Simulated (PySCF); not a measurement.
YF₃, optimised at PBE0/def2-TZVP:

```xyz
4

Y      0.4550    -0.1762    -0.2937
F     -0.0581     0.8430    -1.9322
F     -0.1154    -2.0784    -0.0877
F      1.6195     0.6730     1.0881
```

Method: PySCF energies (xtb for GFN2) plus ideal-gas RRHO corrections (1 bar). All species are closed-shell singlets. Y: scalar-relativistic def2 core potential, no spin-orbit coupling. Warning, point group unlike the PBE0 one: YF₃ (GFN2-xTB, PBE/def2-SVP).

Problem. List the harmonic frequencies (cm⁻¹, unscaled) at this level and at the other levels, each on its own geometry.

Solution. 
- PBE0/def2-TZVP: 36, 141, 144, 572, 594, 594
- GFN2-xTB: 130, 150, 150, 334, 401, 401
- PBE/def2-SVP: 40, 143, 147, 582, 618, 618
